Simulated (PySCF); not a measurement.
**Indium: a sound run and one with changed settings**

Sound run: In [Kr] 4d10 5s2 5p1, In+ [Kr] 4d10 5s2. All numbers are calculated (PySCF 2.14, a scalar-relativistic core potential, in def2-SVP with the def2 core potential (28 electrons)). In the sound run the correlated levels freeze 4s2 4p6 4d10 outside the core potential. The sound run starts from symmetry-adapted Hartree-Fock orbitals and uses a fine grid where one is needed.

Changed run: all electrons correlated in a basis built for the valence shell.

```tsv
species	method	sound run (hartree)	changed run (hartree)	converged
In	MP2	-189.23176	-189.27135	yes
In+	MP2	-189.03602	-189.07310	yes
```

Ionisation energy of In:

```json
{"method": "UHF", "sound run (eV)": "5.199", "changed run (eV)": "5.199"}
{"method": "MP2", "sound run (eV)": "5.326", "changed run (eV)": "5.395"}
{"method": "SCS-MP2", "sound run (eV)": "5.309", "changed run (eV)": "5.347"}
```

A valence basis has no tight correlating functions, so it recovers only part of the core correlation, and not evenly between atom and ion.

For comparison, NIST gives 5.786 eV between the lowest levels.
